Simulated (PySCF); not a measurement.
HNaO, charge +1, doublet, geometry from GFN2-xTB (such geometries of metal compounds can be far from the true shape) (a state made from the parent by changing its charge; the spin is typed, not shown lowest); PySCF with B3LYP/cc-pVDZ.

The PySCF input:
```python
from pyscf import gto, scf, dft

mol = gto.Mole()
mol.atom = '''
    Na   -0.00000000   -0.00000000   -0.98015460
    O     0.00000000    0.00000000    1.08981044
    H     0.00000000    0.00000000    2.06321711
'''
mol.basis = 'cc-pvdz'
mol.charge = 1
mol.spin = 1
mol.verbose = 4
mol.build()

mf = dft.UKS(mol)
mf.xc = 'b3lyp'
mf.grids.atom_grid = (99, 590)
mf.grids.prune = None
mf.kernel()
```

What the program printed (banner, timings and long lists left out):

```
PySCF version 2.14.0

[INPUT] verbose = 4
[INPUT] num. atoms = 3
[INPUT] num. electrons = 19
[INPUT] charge = 1
[INPUT] spin (= nelec alpha-beta = 2S) = 1
[INPUT] symmetry False subgroup None
[INPUT] Mole.unit = angstrom
[INPUT] Symbol           X                Y                Z      unit          X                Y                Z       unit  Magmom
[INPUT]  1 Na     0.000000000000   0.000000000000  -0.980154600000 AA    0.000000000000   0.000000000000  -1.852223753733 Bohr   0.0
[INPUT]  2 O      0.000000000000   0.000000000000   1.089810440000 AA    0.000000000000   0.000000000000   2.059443259292 Bohr   0.0
[INPUT]  3 H      0.000000000000   0.000000000000   2.063217110000 AA    0.000000000000   0.000000000000   3.898915273417 Bohr   0.0

nuclear repulsion = 28.758541083268
number of shells = 13
number of NR pGTOs = 74
number of NR cGTOs = 37
basis = cc-pvdz
ecp = {}

******** <class 'pyscf.dft.uks.UKS'> ********
method = UKS
initial guess = minao
damping factor = 0
level_shift factor = 0
DIIS = <class 'pyscf.scf.diis.CDIIS'>
diis_start_cycle = 1
diis_space = 8
diis_damp = 0
SCF conv_tol = 1e-09
SCF conv_tol_grad = None
SCF max_cycles = 50
direct_scf = True
direct_scf_tol = 1e-13
number electrons alpha = 10  beta = 9
XC library pyscf.dft.libxc version 7.1.2
    S. Lehtola, C. Steigemann, M. J. T. Oliveira, and M. A. L. Marques,  SoftwareX 7, 1–5 (2018)
XC functionals = b3lyp
    P. J. Stephens, F. J. Devlin, C. F. Chabalowski, and M. J. Frisch,  J. Phys. Chem. 98, 11623 (1994)
radial grids:
    Treutler-Ahlrichs [JCP 102, 346 (1995); DOI:10.1063/1.469408] (M4) radial grids

becke partition: Becke, JCP 88, 2547 (1988); DOI:10.1063/1.454033
pruning grids: None
grids dens level: 3
symmetrized grids: False
atomic radii adjust function: <function treutler_atomic_radii_adjust>
User specified grid scheme (99, 590)
small_rho_cutoff = 0
Set gradient conv threshold to 3.16228e-05
tot grids = 175232
init E= -237.984315239642

cycle= 1 E= -237.843112331828  delta_E= 0.141  |g|= 0.195  |ddm|= 0.947
cycle= 2 E= -237.843447347307  delta_E= -0.000335  |g|= 0.198  |ddm|= 0.236
cycle= 3 E= -237.858270061997  delta_E= -0.0148  |g|= 0.0211  |ddm|= 0.129
cycle= 4 E= -237.858453797132  delta_E= -0.000184  |g|= 0.0034  |ddm|= 0.014
cycle= 5 E= -237.858460995352  delta_E= -7.2e-06  |g|= 0.000659  |ddm|= 0.00323
cycle= 6 E= -237.858461549627  delta_E= -5.54e-07  |g|= 0.000102  |ddm|= 0.00115
cycle= 7 E= -237.858461564766  delta_E= -1.51e-08  |g|= 1.31e-05  |ddm|= 0.00021
cycle= 8 E= -237.858461565006  delta_E= -2.39e-10  |g|= 1.75e-06  |ddm|= 2.78e-05
Extra cycle  E= -237.858461565009  delta_E= -3.07e-12  |g|= 8.62e-07  |ddm|= 2.43e-06
converged SCF energy = -237.858461565009  <S^2> = 0.75204795  2S+1 = 2.0020469
```
